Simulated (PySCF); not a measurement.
C4H9F3Si2: core ionisation energies

C₄H₉F₃Si₂.
Atom-mapped SMILES: `[CH3:1][SiH2:2]/[CH:3]=[C:4](/[SiH3:5])[C:6]([F:7])([F:8])[F:9]`

Computed with PySCF, delta-SCF UKS SCAN, pcX-2 on the ionised atom, pcseg-1 elsewhere, spin-free X2C. These are vertical core ionisation energies against the vacuum level, from separate self-consistent calculations with and without the core hole.

Question: What binding energy does each computed site have?

Answer: 
| atom(s) | environment | level | binding energy (eV) | 2p1/2 (eV) | above the level's lowest (eV) | count |
| --- | --- | --- | --- | --- | --- | --- |
| Si5 | SiH3 silicon | Si 1s | 1846.74 | – | +0.35 | 1 |
| Si2 | SiH2 silicon | Si 1s | 1846.39 | – | 0.00 | 1 |
| F7/F8/F9 | fluorine of a CF3 group | F 1s | 693.77 | – | 0.00 | 3 |
| C6 | CF3 carbon | C 1s | 298.03 | – | +7.75 | 1 |
| C4 | fully substituted alkene carbon | C 1s | 290.76 | – | +0.48 | 1 |
| C3 | alkene CH carbon | C 1s | 290.52 | – | +0.24 | 1 |
| C1 | Si-methyl carbon | C 1s | 290.28 | – | 0.00 | 1 |
| Si5 | SiH3 silicon | Si 2p3/2 | 106.96 | 107.58 | +0.36 | 1 |
| Si2 | SiH2 silicon | Si 2p3/2 | 106.60 | 107.22 | 0.00 | 1 |

Lowest listed C 1s: C1, bonded to 3 H and Si. Highest, 7.75 eV above it: C6, bonded to 3 F and C. The widest gap between neighbouring values is 7.27 eV, between 290.76 and 298.03 eV. Summing the Pauling electronegativity differences to the bonded atoms, each weighted by its formal bond order, gives -1.70 for the lowest site and +4.29 for the highest; no listed site has a larger sum than the highest.

The listed Si 1s values span 0.35 eV, from Si2 (bonded to 2 C and 2 H) to Si5 (bonded to C and 3 H). Summing the Pauling electronegativity differences to the bonded atoms, each weighted by its formal bond order, gives +1.90 for the lowest site and +1.55 for the highest; the largest sum, +1.90, belongs to Si2, 0.35 eV below the top. The smallest sum, +1.55, belongs to Si5, 0.35 eV above the lowest.

The listed Si 2p3/2 values span 0.36 eV, from Si2 (bonded to 2 C and 2 H) to Si5 (bonded to C and 3 H). Summing the Pauling electronegativity differences to the bonded atoms, each weighted by its formal bond order, gives +1.90 for the lowest site and +1.55 for the highest; the largest sum, +1.90, belongs to Si2, 0.36 eV below the top. The smallest sum, +1.55, belongs to Si5, 0.36 eV above the lowest.

Question: Which effective nuclear charge Zeff reproduces each element's mean 1s value in the hydrogen-like formula E = 13.606 eV × Zeff²?

Answer: C (Z = 6): mean 292.4 eV, Zeff = 4.64, Z − Zeff = 1.36; F (Z = 9): mean 693.8 eV, Zeff = 7.14, Z − Zeff = 1.86; Si (Z = 14): mean 1846.6 eV, Zeff = 11.65, Z − Zeff = 2.35. Means run over the listed sites, weighted by atom count.

One atom of each set of topologically equivalent atoms was ionised and stands for the set; in this conformer not all members are related by symmetry, and their own values weren't computed. 2p3/2 and 2p1/2 are the ΔSCF energy of one spin-free 2p hole plus the eigenvalues of a spin–orbit and ligand-field matrix of the shell. 2p1/2 minus 2p3/2 (ligand field included): Si 0.62 eV. One conformer (not necessarily the lowest) at the PBE0-D3(BJ)/def2-SVP geometry, without solvent, vibrations or thermal averaging.

Shape of the structure used: `[CH3:1][SiH2:2]/[CH:3]=[C:4](/[SiH3:5])[C:6]([F:7])([F:8])[F:9]`: C1–Si2–C3–C4 -84°, C3–C4–C6–F7 31°.
